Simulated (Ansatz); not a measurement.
Steps of a relaxation of C$_{2}$H$_{8}$BClSi, SMILES `BC[SiH](C)Cl` with RKS PBE0-D4/def2-TZVP.

```sh
$ ansatz run in.yaml --threads 4 --pin off --events-out ev --progress --plain --max-ram 10444MiB
```

```yaml
crystal:
  periodic: [false, false, false]
  atoms:
    - {symbol: B, position_ang: [-0.795569, 1.979295, 0.890307]}
    - {symbol: C, position_ang: [-0.905209, 0.462977, 0.607126]}
    - {symbol: Si, position_ang: [0.691003, -0.096782, -0.260776]}
    - {symbol: C, position_ang: [0.577192, -1.903796, -0.759695]}
    - {symbol: Cl, position_ang: [0.991575, 1.051917, -1.987637]}
    - {symbol: H, position_ang: [-0.143652, 2.376993, 1.841440]}
    - {symbol: H, position_ang: [-1.311053, 2.799119, 0.153601]}
    - {symbol: H, position_ang: [-1.742196, 0.155799, -0.052890]}
    - {symbol: H, position_ang: [-0.880154, -0.163879, 1.527265]}
    - {symbol: H, position_ang: [1.871230, 0.138957, 0.637277]}
    - {symbol: H, position_ang: [1.506989, -2.222406, -1.271737]}
    - {symbol: H, position_ang: [-0.275770, -2.071797, -1.447536]}
    - {symbol: H, position_ang: [0.436116, -2.541197, 0.137855]}
basis:
  gaussian: {orbitals: def2-TZVP}
hamiltonian: {xc: pbe0, dispersion: d4}
relax: {f_tol: 0.005, max_steps: 150}
```

Positions (Å) and forces (eV/Å) along the path, 7 of 7 steps:

```xyz
13
step=1 energy=-23273.3651 eV
B    -0.796    1.979    0.890   -0.009    0.206    0.052
C    -0.905    0.463    0.607    0.029   -0.205   -0.021
Si    0.691   -0.097   -0.261   -0.069   -0.026   -0.112
C     0.577   -1.904   -0.760    0.013   -0.164   -0.074
Cl    0.992    1.052   -1.988   -0.059   -0.272    0.424
H    -0.144    2.377    1.841   -0.249   -0.161   -0.378
H    -1.311    2.799    0.154    0.210   -0.330    0.280
H    -1.742    0.156   -0.053    0.386    0.138    0.320
H    -0.880   -0.164    1.527   -0.041    0.283   -0.416
H     1.871    0.139    0.637   -0.249   -0.025   -0.224
H     1.507   -2.222   -1.272   -0.440    0.148    0.239
H    -0.276   -2.072   -1.448    0.412    0.094    0.334
H     0.436   -2.541    0.138    0.068    0.315   -0.423
13
step=2 energy=-23273.4131 eV
B    -0.796    1.975    0.889    0.066    0.061   -0.021
C    -0.900    0.465    0.608    0.065   -0.131   -0.011
Si    0.682   -0.106   -0.254   -0.066   -0.017   -0.023
C     0.578   -1.898   -0.761   -0.011   -0.002    0.039
Cl    0.986    1.032   -1.956   -0.013   -0.020    0.028
H    -0.148    2.369    1.824   -0.093   -0.043   -0.092
H    -1.298    2.782    0.154    0.039   -0.096    0.089
H    -1.729    0.161   -0.044    0.098    0.040    0.082
H    -0.885   -0.153    1.520   -0.019    0.086   -0.109
H     1.859    0.141    0.622   -0.071   -0.034   -0.022
H     1.498   -2.209   -1.271   -0.122    0.057    0.073
H    -0.267   -2.062   -1.440    0.111    0.027    0.093
H     0.441   -2.533    0.125    0.016    0.072   -0.126
13
step=3 energy=-23273.4167 eV
B    -0.782    1.968    0.879   -0.137   -0.011    0.090
C    -0.889    0.460    0.604    0.058    0.010   -0.032
Si    0.682   -0.103   -0.261   -0.042   -0.052    0.049
C     0.574   -1.890   -0.755    0.009    0.036   -0.008
Cl    0.982    1.033   -1.961    0.006    0.005   -0.006
H    -0.159    2.361    1.823    0.047    0.008   -0.014
H    -1.299    2.768    0.158    0.034    0.015   -0.044
H    -1.718    0.159   -0.043   -0.022    0.010   -0.018
H    -0.878   -0.151    1.515    0.016    0.001    0.010
H     1.848    0.132    0.623    0.028    0.015   -0.005
H     1.490   -2.199   -1.260    0.026   -0.021   -0.020
H    -0.266   -2.052   -1.433   -0.023   -0.011   -0.022
H     0.435   -2.521    0.126   -0.002   -0.004    0.021
13
step=4 energy=-23273.4180 eV
B    -0.793    1.968    0.886    0.033    0.003   -0.021
C    -0.890    0.460    0.604    0.003    0.000    0.001
Si    0.682   -0.103   -0.258   -0.017   -0.006    0.017
C     0.574   -1.890   -0.756    0.001    0.016   -0.002
Cl    0.983    1.032   -1.959    0.003    0.003   -0.005
H    -0.156    2.363    1.821   -0.011    0.004    0.014
H    -1.295    2.768    0.154   -0.013    0.002    0.001
H    -1.718    0.159   -0.043   -0.012    0.000   -0.008
H    -0.878   -0.152    1.514    0.002   -0.008    0.010
H     1.851    0.134    0.622    0.009    0.004    0.000
H     1.490   -2.200   -1.262    0.009   -0.007   -0.007
H    -0.267   -2.052   -1.434   -0.008   -0.005   -0.009
H     0.436   -2.522    0.125   -0.001   -0.006    0.009
13
step=5 energy=-23273.4181 eV
B    -0.791    1.969    0.885    0.001    0.004    0.002
C    -0.890    0.461    0.605    0.009   -0.007   -0.003
Si    0.681   -0.104   -0.257   -0.006   -0.004    0.003
C     0.574   -1.891   -0.757    0.000    0.005    0.001
Cl    0.983    1.032   -1.958    0.001    0.004   -0.004
H    -0.157    2.364    1.822   -0.004    0.002    0.001
H    -1.295    2.769    0.153    0.001   -0.003   -0.002
H    -1.719    0.160   -0.042   -0.001    0.003    0.000
H    -0.878   -0.151    1.516   -0.001    0.001    0.002
H     1.852    0.134    0.622    0.001   -0.001    0.000
H     1.491   -2.200   -1.264    0.000    0.000   -0.001
H    -0.266   -2.053   -1.435    0.000   -0.001   -0.001
H     0.437   -2.523    0.124    0.000   -0.002    0.000
13
step=6 energy=-23273.4182 eV
B    -0.791    1.969    0.885   -0.007    0.003   -0.009
C    -0.888    0.460    0.607    0.005    0.001    0.010
Si    0.682   -0.105   -0.256   -0.001   -0.001   -0.004
C     0.573   -1.891   -0.758    0.001    0.000    0.003
Cl    0.983    1.031   -1.957    0.001    0.002    0.001
H    -0.168    2.370    1.826    0.001   -0.002    0.002
H    -1.290    2.766    0.145    0.000   -0.002    0.001
H    -1.716    0.158   -0.040    0.001    0.003    0.000
H    -0.876   -0.150    1.520   -0.002   -0.002   -0.002
H     1.854    0.131    0.622    0.000   -0.001   -0.002
H     1.489   -2.199   -1.267    0.000   -0.001   -0.001
H    -0.268   -2.051   -1.435    0.000    0.000   -0.001
H     0.436   -2.525    0.122    0.000   -0.001    0.001
13
step=7 energy=-23273.4182 eV
B    -0.792    1.970    0.885   -0.001    0.003   -0.002
C    -0.887    0.460    0.608   -0.001    0.000   -0.001
Si    0.682   -0.105   -0.256    0.002   -0.001    0.001
C     0.573   -1.891   -0.758   -0.001    0.000    0.000
Cl    0.983    1.032   -1.957   -0.001    0.001    0.000
H    -0.169    2.371    1.827    0.000   -0.002    0.001
H    -1.290    2.765    0.145    0.000    0.000    0.000
H    -1.715    0.160   -0.039    0.002    0.000    0.001
H    -0.876   -0.150    1.520    0.000    0.000    0.000
H     1.855    0.130    0.621    0.000    0.000   -0.001
H     1.489   -2.199   -1.267    0.000    0.000    0.000
H    -0.268   -2.052   -1.435    0.000   -0.001    0.000
H     0.436   -2.525    0.122    0.000    0.000    0.000
```

Run time 31 s (4 threads of an Arm Neoverse V1 on a shared host); peak host memory 0.62 GiB.
